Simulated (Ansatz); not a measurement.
Ideal-gas functions of `F[SiH](F)S[SiH](Cl)Cl` at 800 K and 1 bar, from an Ansatz frequency run at PBE0-D4/def2-TZVP.

Molar mass 199.16 g/mol, point group C1 (symmetry number 1), electronic degeneracy 1, moments of inertia 329.719, 778.857, 955.218 u Å². Harmonic wavenumbers (cm⁻¹, unscaled): 21, 30, 76, 145, 164, 217, 237, 291, 357, 487, 532, 565, 599, 789, 796, 813, 832, 893, 960, 2290, 2317.

Use S(trans) = R[1.5 ln M + 2.5 ln T − 1.1517]; rotational temperatures θ = 24.2544 K / I; S(rot) = R[ln(√π/σ · √(T³/θAθBθC)) + 1.5]; for each mode x = 1.438777 ν̃/T, S = R[x/(eˣ − 1) − ln(1 − e⁻ˣ)] and H = RT x/(eˣ − 1); 1 cm⁻¹ = 0.0119627 kJ/mol; R = 8.31446 J/(mol·K).

Question: By hand: the entropy, in J/(mol·K).

Answer: Translation 195.4. Rotation: θ = 0.0736, 0.0311, 0.0254 K, giving 141.1. Vibration, mode by mode: 35.56, 32.59, 24.87, 19.51, 18.50, 16.19, 15.47, 13.79, 12.14, 9.68, 8.99, 8.53, 8.09, 6.07, 6.01, 5.86, 5.70, 5.21, 4.74, 0.70, 0.68, in all 258.9. Electronic 0.0. Sum 595.4 J/(mol·K).

Question: By hand: H − E and G − E in kJ/mol, counted from the electronic energy.

Answer: Zero-point energy ½ × 13411 × 0.0119627 = 80.2; thermal vibration 84.9; translation, rotation and pV give 4 RT = 26.6. H − E = 191.7 kJ/mol, and G − E = 191.7 − 800 × 595.4/1000 = -284.6 kJ/mol.

Vibration gives 43 % of the entropy, 112.5 J/(mol·K) of it from the modes under 150 cm⁻¹: soft modes count most, and the harmonic formula is weakest for them. The sum counts one conformer and one mirror image; others add a mixing term.
